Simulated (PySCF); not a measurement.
C4H5NO, SMILES N#CC1COC1. Coordinates come from a TPSSh-D3(BJ)/def2-SVP optimisation.

Problem. Give the equilibrium geometry at TPSSh-D3(BJ)/def2-SVP (PySCF confirms it by a frequency run) as a Z-matrix, and its point group. (Estimate from the structure and the level; the computed values follow.)

Solution. point group Cs.
```
C
H 1 1.0999
C 1 1.4538 2 109.49
N 3 1.1631 2 151.55 1 -180.00
C 1 1.5509 2 112.20 3 134.10
H 5 1.1013 1 116.10 2 -15.64
H 5 1.1042 6 109.73 1 130.50
O 5 1.4337 6 112.64 7 126.23
C 8 1.4337 5 91.99 6 130.78
H 9 1.1013 8 112.64 5 -130.78
H 9 1.1042 10 109.73 8 126.23
```
